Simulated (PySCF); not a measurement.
C3H8O2Si2.
SMILES: `C#C[Si@](C)(O)O[SiH3]`

Computed, not measured: PySCF 2.14.0, density-fitted response routines, TDDFT B3LYP/def2-SVPD, vertical, gas phase, core orbitals frozen in the response. One conformer (not necessarily the lowest) at the GFN2-xTB geometry, without solvent, vibrations or thermal averaging. Torsions of this conformer, `[CH:1]#[C:2][Si@:3]([CH3:4])([OH:5])[O:6][SiH3:7]`: C2–Si3–O6–Si7 -58°, H–O5–Si3–C2 -71°.

Relations used (vacuum, state to state): A = 0.6670 f ν̃² s⁻¹ (ν̃ in cm⁻¹); τ = 1/A; f = (2/3) ΔE |μ|² in atomic units; ∫σ dE = 109.76 f Mb·eV.

The rates are for emission to S0 at the absorption energy, with no other channel.

Energies and rates of the computed singlets with f of 0.002 or more:

```tsv
state	λ (nm)	A (s⁻¹)
S4	174.8	1.78×10⁷
S5	173.6	8.21×10⁶
S6	172.1	6.61×10⁷
S7	169.3	1.29×10⁷
S8	166.1	2.82×10⁷
```

Go back from the rates to the oscillator strengths and transition dipoles.

f = A / (0.6670 ν̃²), and |μ| follows from f:

| state | f | \|μ\| (D) | τ | main configurations (H = HOMO, L = LUMO) |
| --- | --- | --- | --- | --- |
| S4 | 0.0082 | 0.55 | 56 ns | H→L (44%), H→L+2 (39%) |
| S5 | 0.0037 | 0.37 | 120 ns | H-2→L (77%) |
| S6 | 0.029 | 1.04 | 15 ns | H-1→L (46%), H-1→L+2 (41%), H-2→L (9%) |
| S7 | 0.0055 | 0.45 | 78 ns | H-2→L+1 (85%), H-2→L (9%) |
| S8 | 0.012 | 0.64 | 35 ns | H-3→L (68%), H-3→L+1 (13%), H→L+2 (9%) |

What is the integrated cross-section of all computed states together?

Σf = 0.060 over S1 to S8, so 109.76 × Σf ≈ 6.59 Mb·eV.

Which computed singlets stay under f = 0.002?

S1 (6.21 eV, f 0.0000), S2 (6.38 eV, f 0.0015) and S3 (6.40 eV, f 0.0001).

Suppose S4 emitted 0.3 eV lower with the same transition dipole. How would A change?

At fixed |μ|, A goes as the cube of the energy: (6.79/7.09)³ = 0.88, which makes τ about 64 ns.

The run took 87 s of wall time (grids of density and orbitals included) on one thread, Arm Neoverse N1 (aarch64), no GPU, shared host with 64 logical CPUs at a one-minute load of 57, and the process peaked at 0.87 GiB of memory.
